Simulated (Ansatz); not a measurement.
```xyz
9

B     1.210    0.773   -0.623
C     0.125    0.503    0.451
In   -1.654   -0.688    0.087
I     1.471   -1.209    0.895
H     2.101    1.541   -0.397
H     1.112    0.265   -1.703
H     0.168    1.082    1.373
H    -2.742   -0.908    1.400
H    -1.791   -1.361   -1.484
```

Total charge 0; spin multiplicity 1. In, I: def2 effective core potential.

Question: List the CAM-B3LYP/def2-TZVPP orbital energies in eV (Ansatz). (Best estimate.)

Answer: Computed: Occupied: -279.72, -188.86, -185.43, -135.14, -134.87, -134.82, -129.31, -86.07, -85.73, -85.72, -54.78, -54.70, -54.66, -54.43, -54.43, -23.42, -23.02, -22.82, -22.81, -22.73, -22.46, -19.32, -15.44, -14.06, -12.51, -11.24, -10.70, -9.92, -9.73, -9.26, -8.62. Lowest empty: -1.07, -0.35, 0.55, 1.19, 1.51, 1.87, 2.50, 2.74.
